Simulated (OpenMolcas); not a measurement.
A calculation on Os4+.

```yaml
Program: OpenMolcas 26.06
Method: CASSCF
Basis: ANO-RCC-VTZP [8s7p5d3f2g1h]
Scalar_Hamiltonian: DKH2, point nucleus
Active_space: 4 electrons in 10 orbitals (5d 6d)
State_averaging: 2S+1 = 5 even, 5 roots; 2S+1 = 3 even, 45 roots; 2S+1 = 1 even, 50 roots
Spin-orbit_coupling: RASSI with atomic mean-field integrals over the reference wave functions, term energies averaged over their components
```

**Question.** Which level of the active space comes out lowest?

**Answer.** 5d⁴ ⁵D₀, with 73 % of that term; it is also the measured ground level.

**Question.** How high does 5d⁴ ³F₂(1) lie?

**Answer.** 27818 cm⁻¹ above the lowest level.

**Question.** How high does 5d⁴ ³H₆ lie?

**Answer.** 29510 cm⁻¹ above the lowest level; measured 27669 cm⁻¹ above the ground level, so the calculation is off by +7 %.

**Question.** How high does 5d⁴ ⁵D₃ lie?

**Answer.** 10371 cm⁻¹ above the lowest level; measured 11018 cm⁻¹ above the ground level, so the calculation is off by -6 %.

**Question.** The level at 21920 cm⁻¹ has J = 4. What is it made of, and what is its g factor?

**Answer.** 61 % 5d⁴ ³H₄, 14 % 5d⁴ ³G, 11 % 5d⁴ ¹G(1); g = 0.940, against 0.800 from Landé's formula for the pure leading term.

Measured values: the list in Palmeri et al., Atoms 14, 22 (2026).

Without dynamic correlation excited terms often stand tens of per cent too high (terms of higher spin than the ground term too low), and those without a measured partner can miss by more than the paired ones. Active for correlation alone: 6d; no level in the range computed is led by a configuration that fills it, so any true level of that kind is missing. Measured partners are found by configuration, term and J. A level has none where our copy of the source lacks it or the pairing is in doubt (some pairs that miss far off the trend of their configuration count as doubtful), and it then counts in no deviation. Only configurations of the active space appear.

A number in round brackets counts repeated terms of one configuration in the order of the reference energies.
